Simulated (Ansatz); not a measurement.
Two structures of SiNH5F2, singlet, reached by relaxing down either side of one saddle point (PBE0-D4/def2-TZVP). Energies are electronic, without zero-point energy. Ansatz 0.2.0; basis: def2-TZVPP and def2-QZVPP; cores frozen in the correlated methods. Extrapolation: Hartree–Fock as exp(−7.88 √X), correlation as X^−2.97. First:

```
9
angstrom
Si -0.5124 -0.9922 -0.5303
N 0.8754 -0.1237 -0.1275
F -0.2492 -2.3108 -1.3792
F -1.1718 -1.5028 0.8184
H -1.4464 -0.1616 -1.3033
H -0.0684 2.1896 1.2197
H -0.2618 2.8502 1.5115
H 1.5168 -0.4383 0.5823
H 1.3179 0.4897 -0.7916
```

Second:

```
9
angstrom
Si -0.9827 -0.3790 0.1880
N 1.1369 0.5117 -0.2124
F -0.1568 -1.7282 -0.0862
F -2.4464 -1.0033 0.4637
H -1.2569 0.4368 -1.0123
H 1.1690 1.5227 -0.1457
H -0.7109 0.2621 1.4904
H 1.7987 0.1305 0.4541
H 1.4492 0.2468 -1.1397
```

Which bonds change from the first to the second?

SiNH₃F₂ ([NH2][SiH]([F])[F]) + H₂ → SiH₂F₂ ([F][SiH2][F]) + NH₃; bonds formed: Si1–H7, N2–H6; bonds broken: Si1–N2, H6–H7.

Give the saddle point's structure and its height above each. (To be estimated.)

Computed: 213.5 kJ/mol above the first and 179.9 kJ/mol above the second (CCSD(T) at an estimated basis limit (MP2 extrapolated from triple and quadruple zeta, plus CCSD(T) − MP2 in triple zeta)).
Si1  (-0.703, -0.310, -0.122)
N2  (1.062, 0.221, -0.053)
F3  (-0.473, -1.654, -1.000)
F4  (-1.234, -1.011, 1.209)
H5  (-1.552, 0.423, -1.076)
H6  (0.378, 1.112, 0.449)
H7  (-0.680, 1.210, 0.813)
H8  (1.595, -0.223, 0.688)
H9  (1.606, 0.232, -0.909)
(Å)

T1 diagnostic: at most 0.012.

Labels in which every atom is bracketed show which atoms are joined, not bond orders.

For scale, one of the runs: CCSD(T)/def2-TZVPP, 205 basis functions (an equivalent command: `ansatz run in.yaml --threads 4`). Hardware: 4 CPU threads, shared host. Wall time 56 s; peak host memory 2.8 GiB.
